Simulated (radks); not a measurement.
Polarisability of the iodine ion I+, [Kr] 4d10 5s2 5p4, at imaginary frequency. All-electron calculation, scalar-relativistic Kohn-Sham, LB94 model potential, spin-polarised, spherical densities, finite nucleus; open shells are filled with parallel spins first (spin-orbit coupling, left out, can overturn this in heavy ions); Fermi nuclear charge, rms radius 4.75 fm. Program: a radial shooting solver on a logarithmic mesh with Libxc functionals. Response by self-consistent Sternheimer equations with the Hartree and adiabatic LDA kernel, the relativistic mass of each level held fixed and spin-orbit coupling left out.

w (hartree),alpha1(iw) (bohr^3)
0.00266,19.58
0.0143,19.56
0.0360,19.49
0.0697,19.24
0.118,18.64
0.186,17.43
0.280,15.37
0.413,12.44
0.605,9.078
0.892,5.955
1.35,3.563
2.12,1.966
3.59,0.9585
6.94,0.3537
17.5,0.07734

Static values: alpha1 = 19.58 bohr^3 (2.901 angstrom^3; uncoupled 32.02). C6 = 166.7, triple-dipole C9 = 2337 atomic units. One-pole (London) frequency 4 C6 / (3 alpha1^2) = 0.580 hartree, against 0.748 for minus the highest occupied eigenvalue.
